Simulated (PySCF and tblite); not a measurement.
Results of a calculation; reference values are marked as such.
# Conformers and averaged properties: C₈H₁₄O, numbered as in [CH3:1][C:2](=[O:3])[CH:4]1[CH2:5][CH2:6][CH2:7][CH2:8][CH2:9]1

Conformers came from 90 starts (ETKDG and KDG, MMFF94s, GFN2-xTB); geometries are PBE0-D3(BJ)/def2-SVP. Free energies are B3LYP-D3(BJ)/def2-SVPD (IEF-PCM, chloroform) single points with GFN2-xTB rigid-rotor and vibrational terms (modes under about 100 cm⁻¹ blended into free rotors). Symmetry numbers and mirror images are counted. Conformers within 3 kcal/mol (GFN2-xTB free energy) were kept, 6 at most. GIAO shieldings: WP04/pcSseg-1 (IEF-PCM, chloroform). Couplings: B3LYP/pcSseg-1 with pcJ-1 on H (gas phase; spin-dipole term only for pairs with B, N, F, Si or P). Couplings are for ¹H. Shifts are against TMS (¹H), TMS (¹³C) at the same level; of two unlike H on one atom, a is the less shielded. Run with PySCF (density fitting) and tblite.

Torsions listed: O3–C2–C4–C5. The 6-ring runs over atoms 4–5–6–7–8–9. Of a mirror pair one member is shown.

```csv
conformer,shape,symmetry,E(GFN2) kcal/mol,E(DFT) kcal/mol,G(298.15 K) kcal/mol,weight %,dipole D
1,6-ring chair (all substituents equatorial); -27°,C1 (pair),0.00,0.00,0.00,66.5,3.76
2,6-ring chair (all substituents equatorial); 95°,C1 (pair),0.48,0.22,0.56,25.8,4.07
3,6-ring chair (C2 axial); -134°,C1 (pair),0.81,0.74,1.28,7.7,3.67
```

Weights (%) against temperature:

| T (K) | 1 | 2 | 3 | S(mix) cal/mol/K |
| --- | --- | --- | --- | --- |
| 180 | 76.7 | 19.8 | 3.5 | 2.65 |
| 230 | 71.5 | 23.0 | 5.4 | 2.84 |
| 298.15 | 66.5 | 25.8 | 7.7 | 3.00 |
| 330 | 64.7 | 26.8 | 8.6 | 3.06 |
| 400 | 61.5 | 28.3 | 10.2 | 3.15 |

Averaged shifts at 298.15 K. ¹H: 2.15 (H1, 3H), 2.07 (H4, 1H), 1.52 (H6a/H8a, 2H), 1.45 (H5a/H9a, 2H), 1.39 (H7a, 1H), 1.28 (H5b/H9b, 2H), 1.16 (H6b/H8b, 2H), 1.11 (H7b, 1H) ppm. ¹³C: 223.6 (C2), 54.5 (C4), 32.4 (C5/C9), 31.1 (C1), 29.8 (C7), 29.7 (C6/C8) ppm.

Averaged couplings (Hz): ²J(H1,H1) -15.6, ³J(H4,H5b) 12.4, ³J(H4,H5a) 4.0, ⁴J(H4,H6a) -0.5, ²J(H5b,H5a) -14.9, ³J(H5b,H6b) 13.7, ³J(H5b,H6a) 4.2, ⁴J(H5b,H7a) -0.5, ⁴J(H5b,H9a) -0.5, ³J(H5a,H6b) 4.1, ³J(H5a,H6a) 4.3, ⁴J(H5a,H7a) 1.2, ⁴J(H5a,H7b) -0.6, ⁴J(H5a,H9a) 1.8, ²J(H6b,H6a) -14.9, ³J(H6b,H7a) 4.1, ³J(H6b,H7b) 13.4, ⁴J(H6b,H8a) -0.6, ³J(H6a,H7a) 4.1, ³J(H6a,H7b) 4.2, ⁴J(H6a,H8a) 1.1, ²J(H7a,H7b) -14.9.

Coordinates of conformer 1 (Å):

```xyz
23

C     3.130    0.133    0.035
C     1.883    0.030    0.877
O     1.912    0.172    2.077
C     0.583   -0.249    0.140
C    -0.437   -0.954    1.029
C    -1.765   -1.161    0.312
C    -2.326    0.152   -0.221
C    -1.315    0.863   -1.114
C     0.012    1.076   -0.395
H     3.949    0.565    0.625
H     3.419   -0.879   -0.294
H     2.958    0.727   -0.875
H     0.815   -0.887   -0.734
H    -0.581   -0.340    1.934
H    -0.027   -1.915    1.378
H    -1.622   -1.862   -0.531
H    -2.489   -1.641    0.990
H    -3.266   -0.023   -0.770
H    -2.580    0.809    0.630
H    -1.142    0.257   -2.022
H    -1.715    1.830   -1.458
H    -0.136    1.758    0.461
H     0.736    1.566   -1.067
```

Shifts are unscaled: against experiment ¹³C can be off by 15 ppm or more and ¹H by 0.8 ppm.

Search and properties took 15 min on 1 thread of Intel Xeon Platinum 8259CL @ 2.50GHz (shared host) (rough), launched as `OMP_NUM_THREADS=1 python ens_run.py task.json out`.
